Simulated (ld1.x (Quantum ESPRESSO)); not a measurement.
Hf, RRKJ: configuration errors across variants

ld1.x (Quantum ESPRESSO) 7.5 input, shortened:

```
&input
   title='Hf', zed=72., rel=2, dft='PZ', iswitch=3,
   config='[Xe] 4f14 5d2 6s2 6p0', rel_dist='average'
 /
 &inputp
   pseudotype=2, tm=.false., rho0=0.02, lloc=2,
   nlcc=.true., rcore=1.35
 /
3
6S  1  0   2.00   0.00  2.85  2.85  0.0
6P  2  1   0.00   0.00  4.15  4.15  0.0
5D  3  2   2.00   0.00  3.00  3.00  0.0
 &test
   configts(1)='5d2 6s2 6p0'
 /
```

Open shells are filled in proportion to 2j + 1 (rel_dist='average').

All-electron excitation energies from the reference (eV): (1) 5d2 6s1 6p0 8.200; (2) 5d2 6s0 6p0 22.701; (3) 5d1 6s0 6p0 44.795; (4) 5d3 6s1 6p0 2.580; (5) 5d2 6s1 6p1 3.883; (6) 5d2 6s0 6p2 8.007; (7) 5d1 6s2 6p0 6.733.

Tests that are not counted but printed errors over 1 eV. “wave 5d (bound): rc 3.00 bohr becomes 5d (bound): rc 1.94 bohr”: 5d2 6s1 6p1 (solver errors, printed error -2.0 eV); 5d2 6s0 6p2 (solver errors, printed error -8.3 eV). “wave 5d (bound): rc 3.00 bohr becomes 5d (bound): rc 2.24 bohr”: 5d2 6s0 6p2 (solver errors, printed error -38.6 eV). “wave 5d (bound): rc 3.00 bohr becomes 5d (bound): rc 2.94 bohr”: 5d2 6s0 6p2 (solver errors, printed error -36.2 eV). “wave 5d (bound): rc 3.00 bohr becomes 5d (bound): rc 4.24 bohr”: 5d3 6s1 6p0 (solver errors, printed error -48.7 eV).

1 further variants failed, have other tests or too few solved ones, and are left out.

A true bound ghost makes a file unfit for plane-wave use even where its test errors are small: the radial tests pick states by their node count and pass the ghost by. Where a test does run into it, the solver fails or the error is huge.

The file “base” misses its own reference levels by 0.3 eV. The file “wave 5d (bound): rc 3.00 bohr becomes 5d (bound): rc 1.94 bohr” misses its own reference levels by 0.3 eV. The file “wave 5d (bound): rc 3.00 bohr becomes 5d (bound): rc 2.24 bohr” misses its own reference levels by 0.3 eV. The file “wave 5d (bound): rc 3.00 bohr becomes 5d (bound): rc 2.94 bohr” misses its own reference levels by 0.3 eV. The file “wave 5d (bound): rc 3.00 bohr becomes 5d (bound): rc 3.22 bohr” misses its own reference levels by 0.3 eV. The file “wave 5d (bound): rc 3.00 bohr becomes 5d (bound): rc 3.50 bohr” misses its own reference levels by 0.3 eV. The file “wave 5d (bound): rc 3.00 bohr becomes 5d (bound): rc 3.76 bohr” misses its own reference levels by 0.3 eV. The file “wave 5d (bound): rc 3.00 bohr becomes 5d (bound): rc 4.24 bohr” misses its own reference levels by 0.3 eV.

Errors AE − PS in meV (a dash: test not solved or not reliable):

| change | (1) | (2) | (3) | (4) | (5) | (6) | (7) | bound ghosts |
| --- | --- | --- | --- | --- | --- | --- | --- | --- |
| base | -6.1 | -34 | -267 | -33 | -4.1 | +18 | -81 | s |
| wave 5d (bound): rc 3.00 bohr becomes 5d (bound): rc 1.94 bohr | -4.7 | -28 | -261 | -39 | – | – | -74 | s, p3/2 |
| wave 5d (bound): rc 3.00 bohr becomes 5d (bound): rc 2.24 bohr | -4.8 | -28 | -262 | -39 | – | – | -75 | s, p3/2 |
| wave 5d (bound): rc 3.00 bohr becomes 5d (bound): rc 2.94 bohr | -5.8 | -32 | -266 | -34 | +5.3 | – | -81 | s |
| wave 5d (bound): rc 3.00 bohr becomes 5d (bound): rc 3.22 bohr | -7.7 | -41 | -265 | -28 | -7.5 | -26 | -80 | s |
| wave 5d (bound): rc 3.00 bohr becomes 5d (bound): rc 3.50 bohr | -11 | -53 | -259 | -22 | -9.7 | -36 | -79 | s |
| wave 5d (bound): rc 3.00 bohr becomes 5d (bound): rc 3.76 bohr | -16 | -73 | -244 | -16 | -12 | -46 | -76 | s |
| wave 5d (bound): rc 3.00 bohr becomes 5d (bound): rc 4.24 bohr | +51 | -128 | -184 | – | +39 | -66 | -83 | s |

(1) Give the same row for: wave 5d (bound): rc 3.00 bohr becomes 5d (bound): rc 2.54 bohr.

Answers

(1) -5.0, -29, -264, -38, –, –, -78; bound ghosts: s, p3/2. Not counted: 5d2 6s0 6p2 (solver errors, printed error -8.2 eV).
